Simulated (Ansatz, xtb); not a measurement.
**Two structures of Cl2Ga2H4O2**

Structure X: `[Cl][Ga@H-]1[OH+][Ga@@H-]([Cl])[OH+]1`, a singlet. Structure Y: a singlet given by its coordinates. Both are isolated molecules in the gas phase, relaxed with PBE0-D4/def2-SVP.

X (Å):

```xyz
10

Cl   -1.1083    0.7848   -2.2039
Cl   -0.5839    3.1315    1.6177
Ga   -1.3418   -0.4803   -0.4666
Ga   -1.0000    1.0495    2.0247
O     0.0751    0.0089    0.7774
O    -2.4257    0.5151    0.8097
H    -1.6491   -1.9942   -0.5359
H     0.8335    0.4666    0.3923
H    -1.1027    0.4516    3.4471
H    -2.9557    1.2336    0.4412
```

Y (Å):

```yaml
atoms:
  - { symbol: Cl, position_ang: [0.4650, -0.1002, -0.8059] }
  - { symbol: Cl, position_ang: [-1.8004, 0.2788, 2.0500] }
  - { symbol: Ga, position_ang: [-1.2633, 2.6206, 2.1523] }
  - { symbol: Ga, position_ang: [0.4220, 0.0904, 1.3428] }
  - { symbol: O, position_ang: [-1.2635, 3.1040, 3.8604] }
  - { symbol: O, position_ang: [0.5202, 1.9972, 1.6434] }
  - { symbol: H, position_ang: [-0.7778, 2.5313, 4.4617] }
  - { symbol: H, position_ang: [-1.9718, 3.4159, 1.0327] }
  - { symbol: H, position_ang: [0.9638, 2.4941, 0.9439] }
  - { symbol: H, position_ang: [1.2455, -0.7942, 2.3084] }
```

Close contacts (Å): Cl1–Ga4 2.16, Cl2–Ga3 2.40, Cl2–Ga4 2.34, Ga3–O5 1.78, Ga3–O6 1.96, Ga4–O6 1.93, Ga3–H8 1.55, Ga4–H10 1.55, O5–H7 0.96, O6–H9 0.97.

**Question.** Estimate E(Y) − E(X) at the level CCSD(T)/def2-SVP + ΔMP2/def2-TZVPP.

**Answer.** Calculated at CCSD(T)/def2-SVP + ΔMP2/def2-TZVPP: E(Y) − E(X) = +13.6 kcal/mol, so structure X lies lower.

How the difference moves with the method:

```tsv
level	geometry	E(Y) − E(X) (kcal/mol)	departure from the last row (kcal/mol)	job, with rough time for the two
PBE0-D4/def2-SVP	PBE0-D4/def2-SVP	+14.9	+1.3	optimisation, 65 s
HF/def2-SVP	PBE0-D4/def2-SVP	+17.5	+3.9	part of the CCSD(T) run
MP2/def2-SVP	PBE0-D4/def2-SVP	+15.6	+1.9	part of the CCSD(T) run
CCSD(T)/def2-SVP	PBE0-D4/def2-SVP	+15.5	+1.9	single point
CCSD(T)/def2-SVP + ΔMP2/def2-TZVPP	PBE0-D4/def2-SVP	+13.6		single point, 71 s
```

None of the levels shown reverses the order. The largest departure from CCSD(T)/def2-SVP + ΔMP2/def2-TZVPP is that of HF/def2-SVP, 3.9 kcal/mol. Levels run at GFN2-xTB geometries aren't shown. The last row adds to CCSD(T) the change of the MP2 difference between the two basis sets, here −1.9 kcal/mol.

With thermal terms from frequencies at re-optimised GFN2-xTB minima (ideal gas, soft modes damped towards free rotors, one conformer each, 298.15 K, 1 atm): on the last row, ΔE + ΔZPE = +13.3, ΔH = +13.5, ΔG = +12.7 kcal/mol.

The correlated steps freeze 30 core orbitals; the filled d shell of Ga is correlated, in a basis made for valence electrons. Mirror images aren't counted in ΔG. Codes used: Ansatz 0.2.0, xtb 6.7.1; the last row on 2 threads of Oxide Virtual Turin-like Processor (Zen 5) on a shared host.
